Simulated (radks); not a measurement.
Initial-state core-level shifts of neutral dysprosium when its valence configuration changes from [Xe] 4f10 6s2. All-electron calculation, scalar-relativistic Kohn-Sham, LDA (Slater exchange, Perdew-Wang correlation), spin-polarised, spherical densities, finite nucleus; open shells are filled with parallel spins first (spin-orbit coupling, left out, can overturn this in heavy ions); Fermi nuclear charge, rms radius 5.2218 fm. Program: a radial shooting solver on a logarithmic mesh with Libxc functionals. Shifts are changes of the shell-averaged eigenvalues in eV (positive: less bound); the change of the density at the nucleus, which sets a Mossbauer isomer shift, is in e/bohr^3, on a base of 7.745e+05.

| valence | 2s | 3d | 5s | 5p | density at nucleus |
|---|---|---|---|---|---|
| 4f10 6s1 6p1 | -1.214 | -1.202 | -1.262 | -1.244 | -25.79 |
| 4f9 5d1 6s2 | -6.704 | -7.376 | -3.694 | -2.964 | +36.46 |
| 4f9.5 5d0.5 6s2 | -3.217 | -3.522 | -1.867 | -1.517 | +17.43 |
| 4f9 5d1 6s1 6p1 | -7.858 | -8.530 | -4.846 | -4.092 | +7.83 |
| 4f9.5 5d1 6s1.5 | -2.505 | -2.827 | -1.101 | -0.793 | +0.06 |
| 4f9.5 6s2 6p0.5 | -4.746 | -5.026 | -3.451 | -3.036 | +24.24 |
